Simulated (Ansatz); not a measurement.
Consider the substitution at a C–In bond: `[SiH3]B[CH2][InH2]` + `[SiH3]S` → `[SiH3]BCS[SiH3]` + `[InH3]`.

Isolated molecules relaxed with PBE0-D4/def2-TZVP in Ansatz; ΔE leaves out vibrations. CCSD(T)/CBS is the MP2 limit (def2-TZVPP, def2-QZVPP) plus CCSD(T) − MP2 in def2-TZVPP, frozen cores. def2 core potentials past Kr. For In outer-core shells are correlated without core-valence functions, which leaves a few kJ/mol of doubt a bond. Each species was taken in one conformer, which may not be the lowest.

`[SiH3]B[CH2][InH2]`:

Cartesian coordinates in Å:
```
Si 0.571 -0.981 1.255
B -0.848 -0.825 -0.176
C -1.473 0.508 -0.349
In 0.683 1.018 -1.075
H 1.643 0.039 0.825
H 0.202 -0.493 2.611
H 1.338 -2.248 1.367
H -0.981 -1.695 -0.990
H -1.503 1.260 0.440
H -2.191 0.710 -1.144
H 1.557 0.090 -2.216
H 1.002 2.616 -0.549
```

`[SiH3]S`:

Cartesian coordinates in Å:
```
Si 0.048 -0.429 0.303
S 0.654 1.059 -1.106
H -0.285 0.168 1.621
H 1.221 -1.326 0.436
H -1.125 -1.198 -0.184
H -0.513 1.726 -1.071
```

`[SiH3]BCS[SiH3]`:

Cartesian coordinates in Å:
```
Si -2.248 0.058 1.570
B -0.272 -0.362 1.628
C 0.691 -0.189 0.420
S 0.022 0.729 -1.001
Si 1.561 0.348 -2.418
H -2.914 -0.133 2.887
H -2.482 1.458 1.122
H -2.894 -0.857 0.585
H 0.225 -0.841 2.609
H 1.652 0.230 0.738
H 0.914 -1.228 0.123
H 1.713 -1.115 -2.648
H 2.868 0.875 -1.941
H 1.164 1.027 -3.675
```

`[InH3]`:

```xyz
4

In    0.000    0.000    0.000
H    -1.390   -0.333    0.965
H     1.578   -0.201    0.664
H    -0.189    0.534   -1.628
```

```tsv
species	MP2/CBS(def2) energy (Eh)
`[SiH3]B[CH2][InH2]`	-546.43825
`[SiH3]S`	-689.21850
`[SiH3]BCS[SiH3]`	-1044.06288
`[InH3]`	-191.54681
```

(1) Work out ΔE.

Largest T1 diagnostic among the species: 0.014.

## Answers

(1) ΔE = (-1044.06288) + (-191.54681) − (-546.43825) − (-689.21850) = 0.04706 Eh = +29.5 kcal/mol. CCSD(T)/CBS gives +27.5 kcal/mol.

From PBE to PBE0 (25 % exact exchange), in def2-TZVPP and without D4, ΔE moves by −1.0 kcal/mol. In def2-TZVPP, CCSD(T) changes the Hartree–Fock value by +11.9 kcal/mol (the triples alone add +1.8 kcal/mol) and MP2 by +13.9 kcal/mol.
